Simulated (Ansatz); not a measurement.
```xyz
5

O    -0.871   -1.114   -0.309
In    0.362    0.363    0.096
F     2.156   -0.319   -0.213
H    -1.796   -0.887   -0.189
H     0.150    1.958    0.614
```

Charge 0, multiplicity 1. In: def2 effective core potential.

Question: List the ωB97M-V/def2-TZVPP orbital energies in eV (Ansatz). (An estimate is asked.)

Answer: Ansatz gave: Occupied: -675.57, -525.84, -131.83, -88.33, -88.02, -87.98, -33.45, -29.95, -24.77, -24.66, -24.63, -24.50, -24.29, -16.03, -14.43, -12.80, -12.79, -12.64, -11.39, -11.33. Lowest empty: 0.05, 0.40, 0.94, 2.16, 2.92, 3.88, 4.53, 5.24.
